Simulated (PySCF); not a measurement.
Cartesian coordinates in Å; atom numbers follow the order of the lines, from 1:
```xyz
26

C     2.657    1.255   -0.585
O     1.826    0.203   -1.000
C     1.265   -0.540    0.058
C     0.538   -1.777   -0.510
C    -0.872   -1.666    0.079
C    -0.593   -1.029    1.439
C     0.144    0.172    0.851
C    -0.863    0.735   -0.168
C    -1.793    1.782    0.433
C    -1.610   -0.533   -0.639
H     3.466    0.889    0.061
H     3.083    1.688   -1.488
H     2.099    2.027   -0.043
H     2.071   -0.835    0.751
H     1.030   -2.699   -0.203
H     0.539   -1.729   -1.597
H    -1.416   -2.610    0.088
H    -1.497   -0.754    1.979
H     0.038   -1.642    2.081
H     0.508    0.909    1.565
H    -0.322    1.189   -1.001
H    -1.229    2.654    0.760
H    -2.333    1.383    1.289
H    -2.520    2.107   -0.309
H    -2.655   -0.503   -0.328
H    -1.580   -0.651   -1.721
```

PySCF 2.14 calculation with PBE0/pcSseg-1 with gauge-including orbitals and GFN2-xTB geometry; one averaged value for each set of equivalent atoms, isolated molecule, one computed conformer, no relativistic terms.

Shifts are taken against calculated references (same method and geometry level): 13C and 1H against TMS; 17O against H2O.

| atoms | nucleus | count | Hirshfeld charge | δ (ppm) |
| --- | --- | --- | --- | --- |
| H11/H12/H13 | 1H | 3 | 0.04 | 3.37 |
| C8 | 13C | 1 | -0.03 | 27.5 |
| H18 | 1H | 1 | 0.04 | 1.31 |
| C1 | 13C | 1 | -0.04 | 59.0 |
| C5 | 13C | 1 | -0.03 | ? |
| O2 | 17O | 1 | -0.13 | 36.2 |
| H21 | 1H | 1 | 0.03 | 2.19 |
| C9 | 13C | 1 | -0.12 | 23.5 |
| H26 | 1H | 1 | 0.04 | ? |
| H17 | 1H | 1 | 0.04 | 1.96 |
| H15 | 1H | 1 | 0.04 | ? |
| H16 | 1H | 1 | 0.04 | 1.01 |
| C3 | 13C | 1 | 0.05 | ? |
| H22/H23/H24 | 1H | 3 | 0.04 | ? |
| H20 | 1H | 1 | 0.03 | ? |
| C10 | 13C | 1 | -0.07 | 42.3 |
| H14 | 1H | 1 | 0.03 | 3.63 |
| H19 | 1H | 1 | 0.04 | 1.02 |
| C7 | 13C | 1 | -0.04 | 47.3 |
| C4 | 13C | 1 | -0.08 | 40.5 |
| H25 | 1H | 1 | 0.03 | ? |
| C6 | 13C | 1 | -0.08 | 35.7 |

**Question.** Complete the table.

**Answer.** 
- C3: 85.8 ppm, sp3 CH bonded to O; deshielded by the electronegative neighbour
- C5: 40.5 ppm, sp3 CH in a ring; a saturated carbon with 3 carbon neighbours and no heteroatom attached
- H15: 1.97 ppm, hydrogen on an sp3 CH2 in a ring
- H20: 1.90 ppm, hydrogen on an sp3 CH in a ring
- H26: 1.54 ppm, hydrogen on an sp3 CH2 in a ring; far from electronegative atoms and π systems
- H25: 0.99 ppm, hydrogen on an sp3 CH2 in a ring; far from electronegative atoms and π systems
- H22/H23/H24: 0.97 ppm, hydrogen on a methyl carbon; far from electronegative atoms and π systems

Shifts are as computed. Against solution values, carbons near 30 ppm lie about +3 ppm off and those near 130 ppm about +5 ppm. Of 1211 compounds with measured shifts, 218 miss one by over three times the rms of a fit or turn the order of signals round; such compounds aren't used in these exercises. Experimental scales use liquid or dissolved standards, which lie at an offset from isolated H2O (liquid H2O: subtract about 36 ppm).
